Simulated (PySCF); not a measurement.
## Basis-set dependence of population analyses: `B[C@@H]1C[C@@H]1C`

Compound: C₄H₉B.
Geometry (PBE0-D3(BJ)/def2-SVP, Å), atoms numbered from 1 in this order:
```xyz
14
C4H9B angstrom
B      1.5123    1.2180    0.2973
C      0.7836   -0.0896    0.6050
C      0.2448   -0.8138   -0.6528
C     -0.7045   -0.3242    0.3646
C     -1.6691    0.7942    0.0741
H      1.0344    2.0352   -0.4587
H      2.6073    1.4416    0.7637
H      1.2309   -0.7692    1.3371
H      0.4659   -1.8821   -0.7197
H      0.3047   -0.2789   -1.6053
H     -1.1114   -1.0989    1.0245
H     -1.2317    1.5430   -0.6001
H     -1.9726    1.3085    0.9992
H     -2.5785    0.3999   -0.4066
```

PBE0 throughout (PySCF), one geometry, spherical d and f functions. Geometry: PBE0-D3(BJ)/def2-SVP, one conformer, isolated molecule. Atoms taken as equivalent share a column and are averaged. The first 7 of 11 kinds of atom are listed.

Mulliken charges (e):

```csv
basis,functions,B1,C2,C3,C4,C5,H6/H7,H8
STO-3G,34,+0.157,-0.201,-0.162,-0.070,-0.231,-0.053,+0.081
6-31G,63,+0.195,-0.348,-0.346,-0.162,-0.485,-0.049,+0.176
6-31G*,88,+0.069,-0.264,-0.378,-0.136,-0.531,-0.023,+0.178
def2-SVP,115,+0.037,-0.141,-0.064,-0.180,+0.021,-0.030,+0.059
"6-311+G(2d,p)",189,-0.025,-0.045,-0.357,+0.216,-0.673,-0.013,+0.108
def2-TZVP,209,-0.035,-0.198,-0.237,-0.010,-0.384,+0.003,+0.112
```

IAO charges (e):

```csv
basis,functions,B1,C2,C3,C4,C5,H6/H7,H8
STO-3G,34,+0.070,-0.282,-0.241,-0.120,-0.393,-0.003,+0.136
6-31G,63,+0.018,-0.281,-0.267,-0.102,-0.429,+0.004,+0.149
6-31G*,88,+0.033,-0.281,-0.250,-0.095,-0.410,-0.002,+0.143
def2-SVP,115,+0.022,-0.275,-0.242,-0.092,-0.401,-0.001,+0.142
"6-311+G(2d,p)",189,+0.018,-0.287,-0.260,-0.099,-0.422,+0.003,+0.149
def2-TZVP,209,+0.019,-0.287,-0.260,-0.099,-0.422,+0.003,+0.150
```

Task: Which scheme is steadiest as the basis changes?

Result: Largest range over the bases for any column: IAO 0.05 e, Mulliken 0.69 e. IAO charges move least and Mulliken charges most, counted in e. Without the minimal STO-3G basis the ranges are IAO 0.03, Mulliken 0.69 e.

Task: How much do the charges still move between the two largest bases, 6-311+G(2d,p) and def2-TZVP?

Result: At most, over all atoms: Mulliken 0.289 e, IAO 0.000 e.

Task: What do the same runs give for the total energy, the frontier levels and the dipole moment?

Result: 
```
        basis  energy (Eh)  HOMO (eV)  LUMO (eV)  μ (D)
       STO-3G    -180.2432      -6.75       1.87   1.16
        6-31G    -182.3620      -7.92      -0.66   1.43
       6-31G*    -182.4079      -7.87      -0.62   1.42
     def2-SVP    -182.2814      -8.05      -0.94   1.39
6-311+G(2d,p)    -182.4589      -8.06      -1.10   1.38
    def2-TZVP    -182.4727      -8.05      -1.05   1.39
```

The dipole is fixed by the density alone, so its range of 0.27 D shows that the density itself changes with the basis, not only its division among atoms.
